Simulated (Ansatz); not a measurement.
Calculated with Ansatz (gas phase, PBE0-D4/def2-TZVP geometries, no zero-point term in ΔE). CCSD(T)/CBS adds triple-zeta CCSD(T) − MP2 to the extrapolated MP2 energy (def2 sets, frozen cores). This one scheme is used for every species. DFT in def2-TZVPP. For Ge outer-core shells are correlated without core-valence functions, which leaves a few kJ/mol of doubt a bond. Scalar relativity is left out up to krypton.

Consider the germylene formation by 1,1-elimination: `[CH3][Ge]([CH3])([F])[F]` → fluoromethane + `[CH3][Ge][F]`.

| level | ΔE (kJ/mol) | difference from CCSD(T)/CBS |
| --- | --- | --- |
| LDA (SPW92) | 295.5 | 8.9 |
| revPBE-D4 | 258.2 | -28.4 |
| PBE0-D4 | 284.1 | -2.5 |
| r2SCAN0-D4 | 302.2 | 15.6 |
| PBE-QIDH | 307.7 | 21.1 |
| PBE | 256.9 | -29.7 |
| BLYP | 224.8 | -61.8 |
| r2SCANh | 295.2 | 8.6 |
| r2SCAN0 | 299.6 | 13.0 |
| BHLYP | 270.6 | -16.0 |
| CAM-B3LYP | 267.6 | -19.0 |
| CCSD(T)/def2-SVP | 281.8 | -4.8 |
| HF/def2-TZVPP | 271.4 | -15.2 |
| SCS-MP2/def2-TZVPP | 299.6 | 13.0 |
| CCSD/def2-TZVPP | 294.9 | 8.3 |
| CCSD(T)/def2-TZVPP | 297.4 | 10.8 |
| CCSD(T)/CBS | 286.6 | 0 |

Largest T1 diagnostic among the species: 0.013.

From BLYP to BHLYP (50 % exact exchange), in def2-TZVPP and without D4, ΔE moves by +45.9 kJ/mol. In def2-TZVPP, CCSD(T) changes the Hartree–Fock value by +26.0 kJ/mol (the triples alone add +2.5 kJ/mol) and MP2 by +45.5 kJ/mol. Leaving LDA and LC-ωPBE aside and taking each functional with its dispersion term where it has one, the values, not all of them listed here, spread over 67.0 kJ/mol, from BLYP-D4 to PBE-QIDH. LDA lies +38.6 kJ/mol from PBE without D4.
